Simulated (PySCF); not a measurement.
Löwdin shares of the frontier orbitals

Species: C3H7FOSi.
Atom-mapped SMILES: `[F:1][Si@H:2]1[CH2:3][CH2:4][CH2:5][O:6]1` (hydrogens: H7 on Si2; H8, H9 on C3; H10, H11 on C4; H12, H13 on C5)

Method: TDDFT CAM-B3LYP/def2-SVPD, vertical, gas phase, core orbitals frozen in the response (PySCF). Geometry: PBE0-D3(BJ)/def2-SVP, one conformer, isolated molecule.

Frontier orbitals with the atoms that hold most of them (Löwdin shares over 4%, at most four atoms; ? is withheld):

```json
{"orbital": "LUMO+2", "ε (eV)": "1.76", "atoms": "Si2 23%, O6 19%, H7 14%, F1 10%"}
{"orbital": "LUMO+1", "ε (eV)": "1.52", "atoms": "Si2 35%, F1 16%, H7 9%, C3 8%"}
{"orbital": "LUMO", "ε (eV)": "1.19", "atoms": "C4 16%, Si2 15%, C3 11%, C5 10%"}
{"orbital": "HOMO", "ε (eV)": "?", "atoms": "?"}
{"orbital": "HOMO-1", "ε (eV)": "-10.31", "atoms": "?"}
{"orbital": "HOMO-2", "ε (eV)": "-10.76", "atoms": "O6 33%, C5 18%, C4 15%, H13 8%"}
{"orbital": "HOMO-3", "ε (eV)": "-11.72", "atoms": "C4 23%, C3 21%, H11 14%, O6 11%"}
```

(1) Which atoms hold the HOMO, and with what shares?

(2) Which atoms hold the HOMO-1, and with what shares?

(3) What is the HOMO energy, and the HOMO–LUMO gap?

Results:

(1) O6 (bonded to C and Si) 43%; C5 (bonded to C, O and 2 H) 13%; Si2 (bonded to C, F, O and H) 8%; H12 (bonded to C) 8%.

(2) C3 (bonded to C, Si and 2 H) 27%; O6 (bonded to C and Si) 24%; Si2 (bonded to C, F, O and H) 15%; C4 (bonded to 2 C and 2 H) 9%. By element: carbon 36% or more, oxygen 24%, silicon 15%.

(3) ε(HOMO) = -9.76 eV; the gap is 10.94 eV (0.4022 hartree).

Task: The HOMO–LUMO gap is 10.94 eV. Where does the response calculation put the lowest singlet, and from which orbitals?

Result: S1 is at 7.91 eV (f = 0.0046), 3.03 eV below the gap, made of HOMO→LUMO (73%), HOMO→LUMO+1 (10%). Without the coupling terms of the response equations the lowest excitation would equal the gap.

Task: One configuration dominates each of S1 and S4. Which, and how do the shares of the two leading atoms of either orbital change from the occupied to the empty one?

Result: 
- S1 (7.91 eV, f 0.0046), HOMO→LUMO (73%): O6 43% → at most 10%, C5 13% → 10%, C4 at most 8% → 16%, Si2 8% → 15%
- S4 (8.44 eV, f 0.017), HOMO-1→LUMO (72%): C3 27% → 11%, O6 24% → at most 10%, C4 9% → 16%, Si2 15% → 15%

Löwdin shares depend on the basis, the more so with diffuse functions.

Run on Arm Neoverse V1, one thread, no GPU, shared host with 32 logical CPUs at a one-minute load of 18.

Without π bonds the low states are Rydberg-like; a valence basis with one diffuse set may place them up to an eV too high.
